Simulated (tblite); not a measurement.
Species: methoxybenzoquinone, C7H6O3.
Numbering: `[CH3:1][O:2][C:3]1=[CH:4][C:5](=[O:6])[CH:7]=[CH:8][C:9]1=[O:10]` (hydrogens: H11, H12, H13 on C1; H14 on C4; H15 on C7; H16 on C8)

Computed with GFN2-xTB (tblite), gas phase: nudged elastic band of 9 images (0 to 8), spring 0.2 eV/Å², climbing image at the end, force threshold 0.05 eV/Å. No saddle search or frequency run followed, so the top image need not be a first-order saddle, and its height can exceed the method's true barrier by a kcal/mol or more.

Path: rotation about C3–O2 (vinylic carbon bearing oxygen, ether oxygen), followed by the dihedral C9–C3–O2–C1, from 0° to 180°. Start geometry (image 0):
```
atom  x, y, z in Å
C1      2.672    0.548    0.306
O2      1.772   -0.535    0.164
C3      0.450   -0.361    0.031
C4     -0.310   -1.476   -0.097
C5     -1.751   -1.459   -0.250
O6     -2.421   -2.471   -0.366
C7     -2.379   -0.117   -0.256
C8     -1.656    0.995   -0.131
C9     -0.192    0.990    0.021
O10     0.431    2.029    0.129
H11     3.654    0.084    0.394
H12     2.460    1.136    1.201
H13     2.651    1.206   -0.565
H14     0.170   -2.443   -0.088
H15    -3.454   -0.095   -0.368
H16    -2.106    1.979   -0.135
```

The first guess turns that dihedral rigidly in even steps and adds one set of random displacements (0.04 Å standard deviation a coordinate) to every inner image. Energies of the images above image 0 (eV) in the early part of the optimisation:

| iteration | 1 | 2 | 3 | 4 | 5 | 6 | 7 | 8 |
| --- | --- | --- | --- | --- | --- | --- | --- | --- |
| 0 | 0.956 | 1.055 | 1.219 | 1.347 | 1.333 | 1.239 | 1.154 | -0.059 |
| 10 | 0.073 | 0.159 | 0.298 | 0.405 | 0.375 | 0.276 | 0.184 | -0.059 |
| 20 | 0.045 | 0.129 | 0.259 | 0.349 | 0.286 | 0.174 | 0.079 | -0.059 |
| 30 | 0.040 | 0.122 | 0.245 | 0.325 | 0.246 | 0.127 | 0.024 | -0.059 |
| 40 | 0.037 | 0.117 | 0.237 | 0.318 | 0.237 | 0.114 | 0.007 | -0.059 |
| 50 | 0.037 | 0.116 | 0.235 | 0.316 | 0.235 | 0.111 | 0.003 | -0.059 |

Question: Where does the band end, and how far was the first guess from it?

Answer: Final energies, images 1 to 8: 0.037, 0.111, 0.225, 0.311, 0.229, 0.098, -0.010, -0.059 eV. The highest point drops from 1.35 eV (image 4) to 0.311 eV (image 4), by 1.04 eV. Image 4 moved by 0.08 Å rms, its dihedral from 89° to 96°. The end images are fixed. The true force on the top image ends at 0.035 eV/Å, and the largest on any image at 0.09 eV/Å; away from the top, the method drives only the force across the path to zero. The last saved iteration is 60.

The cost below is that of the whole band run. The run took about 12 s of CPU time (one thread, shared machine).
